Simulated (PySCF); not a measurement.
**How methods differ on the excitation energy of O**

O [He] 2s2 2p4 (3P) → O [He] 2s1 2p5 (3P), as a difference of total energies. All numbers are calculated (PySCF 2.14, the spin-free X2C one-electron Hamiltonian (Gaussian nucleus), in x2c-QZVPPall). Correlated levels: valence: 1s2 frozen. The calculations carry no spin-orbit coupling.

```tsv
method	excitation energy (eV)
UHF	16.903
MP2 (valence)	16.049
SCS-MP2 (valence)	15.986
CCSD (valence)	15.794
CCSD(T) (valence)	15.678
```

Question: How much does correlation contribute at CCSD(T) (valence)?

Answer: 15.678 − (16.903) = -1.225 eV, measured against UHF.

The upper state lies above the first ionisation limit, where it may autoionise and the basis confines it.
